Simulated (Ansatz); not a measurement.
Calculated with Ansatz (gas phase, PBE0-D4/def2-TZVP geometries, no zero-point term in ΔE). CCSD(T)/CBS is the MP2 limit (def2-TZVPP, def2-QZVPP) plus CCSD(T) − MP2 in def2-TZVPP, frozen cores. Functionals use def2-TZVPP. def2 core potentials past Kr. For Br, Sn outer-core shells are correlated without core-valence functions, which leaves a few kJ/mol of doubt a bond. Scalar relativity is left out up to krypton.

Consider the redistribution: `[Br][SnH]([Br])[Br]` + `[CH3][Sn]([CH3])([CH3])[Br]` → `[Br][Sn]([Br])([Br])[Br]` + `[CH3][SnH]([CH3])[CH3]`.

```
                      species  CAM-B3LYP energy (Eh)
        `[Br][SnH]([Br])[Br]`            -7937.86792
`[CH3][Sn]([CH3])([CH3])[Br]`            -2908.33517
   `[Br][Sn]([Br])([Br])[Br]`           -10511.60367
     `[CH3][SnH]([CH3])[CH3]`             -334.58519
```

Problem. Work out ΔE.

Solution. ΔE = (-10511.60367) + (-334.58519) − (-7937.86792) − (-2908.33517) = 0.01423 Eh = +37.4 kJ/mol. CCSD(T)/CBS gives +36.0 kJ/mol.

Largest T1 diagnostic among the species: 0.010.

In def2-TZVPP, CCSD(T) changes the Hartree–Fock value by −10.6 kJ/mol (the triples alone add −1.7 kJ/mol) and MP2 by −11.5 kJ/mol. The D4 term adds −3.5 kJ/mol with B3LYP and −1.7 kJ/mol with PBE0; it sums over pairs of atoms, weighted by their polarisabilities, and B3LYP, whose exchange is more repulsive, gets the larger term. At CCSD(T), def2-SVP lies −4.6 kJ/mol from the extrapolated value and def2-TZVPP −1.3 kJ/mol.

B3LYP here is the variant with VWN-RPA as its local correlation; programs differ in this.
